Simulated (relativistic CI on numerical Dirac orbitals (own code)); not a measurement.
**Electric-dipole transitions in S XIII**

Method of calculation: Dirac-Coulomb-Breit CI, KLI orbitals optimised for each configuration, a model potential for QED, unscaled Slater integrals (own radial code, finite nucleus).

Configurations in the expansion (outside the closed core 1s2): 2s², 2s2p, 2p², 2p3s, 2p3p, 2s3s, 2s3p, 2s3d, 2s4s, 2s4p, 2s4d, 2s4f, 2s5s, 2s5p, 2s5d, 2s5f, 2s5g, 3s², 3s3p, 3p². Levels of other configurations are missing.

```tsv
λ vac (nm)	Lower	Upper	A (s⁻¹)	E lower (eV)	E upper (eV)
2.4570	2s² ¹S0 [1]	2s4p ¹P°1 [40]	6.43e+11	0.000	504.626
2.5775	2s2p ³P°1 [3]	2s4d ³D2 [42]	5.87e+11	25.369	506.388
2.5838	2s2p ³P°2 [4]	2s4d ³D3 [43]	7.79e+11	26.565	506.422
2.7066	2s2p ¹P°1 [5]	2s4d ¹D2 [47]	7.85e+11	49.957	508.045
3.1659	2s2p ³P°2 [4]	2p3p ³P2 [32]	5.89e+11	26.565	418.186
3.1699	2s2p ³P°2 [4]	2p3p ³P1 [31]	5.21e+11	26.565	417.694
3.1943	2s2p ³P°2 [4]	2p3p ³D3 [28]	3.92e+11	26.565	414.701
3.1946	2s2p ³P°1 [3]	2p3p ³D2 [27]	3.26e+11	25.369	413.476
3.2207	2s² ¹S0 [1]	2s3p ¹P°1 [13]	1.02e+12	0.000	384.965
3.3362	2s2p ¹P°1 [5]	2p3p ¹D2 [33]	1.11e+12	49.957	421.586
3.3817	2s2p ³P°0 [2]	2s3d ³D1 [17]	1.44e+12	24.839	391.469
3.3861	2s2p ³P°1 [3]	2s3d ³D2 [18]	1.94e+12	25.369	391.530
3.3866	2s2p ³P°1 [3]	2s3d ³D1 [17]	1.08e+12	25.369	391.469
3.3962	2s2p ³P°2 [4]	2s3d ³D3 [19]	2.56e+12	26.565	391.630
3.3972	2s2p ³P°2 [4]	2s3d ³D2 [18]	6.41e+11	26.565	391.530
3.5788	2s2p ¹P°1 [5]	2s3d ¹D2 [20]	1.78e+12	49.957	396.402
7.1526	2s3p ³P°2 [16]	2s5d ³D3 [57]	1.03e+11	385.686	559.027
7.3710	2s3d ³D2 [18]	2s5f ³F°3 [59]	1.27e+11	391.530	559.734
7.3751	2s3d ³D3 [19]	2s5f ³F°4 [60]	1.42e+11	391.630	559.742
7.5826	2s3d ¹D2 [20]	2s5f ¹F°3 [66]	1.34e+11	396.402	559.912
9.4831	2s3s ³S1 [11]	2s4p ³P°2 [39]	7.58e+10	373.165	503.907
10.073	2s3p ¹P°1 [13]	2s4d ¹D2 [47]	1.37e+11	384.965	508.045
10.232	2s3p ³P°0 [14]	2s4d ³D1 [41]	1.12e+11	385.195	506.369
10.252	2s3p ³P°1 [15]	2s4d ³D2 [42]	1.17e+11	385.457	506.388
10.269	2s3p ³P°2 [16]	2s4d ³D3 [43]	2.02e+11	385.686	506.422
10.647	2s3d ³D1 [17]	2s4f ³F°2 [44]	3.44e+11	391.469	507.914
10.652	2s3d ³D2 [18]	2s4f ³F°3 [45]	3.63e+11	391.530	507.922
10.653	2s3d ³D2 [18]	2s4f ³F°2 [44]	6.37e+10	391.530	507.914
10.660	2s3d ³D3 [19]	2s4f ³F°4 [46]	4.10e+11	391.630	507.937
11.091	2s3d ¹D2 [20]	2s4f ¹F°3 [48]	3.88e+11	396.402	508.194
22.441	2s4p ³P°1 [38]	2s5d ³D2 [56]	3.00e+10	503.760	559.009
22.486	2s4p ¹P°1 [40]	2s5d ¹D2 [61]	3.95e+10	504.626	559.765
22.493	2s4p ³P°2 [39]	2s5d ³D3 [57]	4.04e+10	503.907	559.027
23.235	2s4d ³D1 [41]	2s5f ³F°2 [58]	6.19e+10	506.369	559.730
23.242	2s4d ³D2 [42]	2s5f ³F°3 [59]	6.55e+10	506.388	559.734
23.253	2s4d ³D3 [43]	2s5f ³F°4 [60]	7.37e+10	506.422	559.742
23.862	2s4f ³F°2 [44]	2s5g ³G3 [62]	1.12e+11	507.914	559.873
23.865	2s4f ³F°3 [45]	2s5g ³G4 [63]	1.01e+11	507.922	559.874
23.869	2s4f ³F°4 [46]	2s5g ³G5 [64]	1.22e+11	507.937	559.880
23.904	2s4d ¹D2 [47]	2s5f ¹F°3 [66]	7.44e+10	508.045	559.912
23.985	2s4f ¹F°3 [48]	2s5g ¹G4 [65]	1.07e+11	508.194	559.887
24.818	2s² ¹S0 [1]	2s2p ¹P°1 [5]	8.48e+09	0.000	49.957
30.725	2s2p ³P°2 [4]	2p² ³P2 [8]	4.76e+09	26.565	66.917
51.677	2s2p ¹P°1 [5]	2p² ¹D2 [9]	1.28e+09	49.957	73.949
99.015	2s3s ³S1 [11]	2s3p ³P°2 [16]	5.24e+08	373.165	385.686
```

Terms are leading LS components. Brackets give the number of a level in order of energy, since labels repeat. The list gives strong lines, with weight on those to low levels, without lines whose two gauges differ by over a factor of 2.5, among the lowest 66 of 76 levels, so that lines to higher ones, which can be the strongest, are missing. Levels whose partners in the same complex of configurations lie outside the list can be far off, and so can their lines. Rates are taken at the computed energies, electric ones in the length gauge.

At this charge energies of transitions that change n are usually good to better than 1 %, and those within a shell (Δn = 0) to a few per cent.
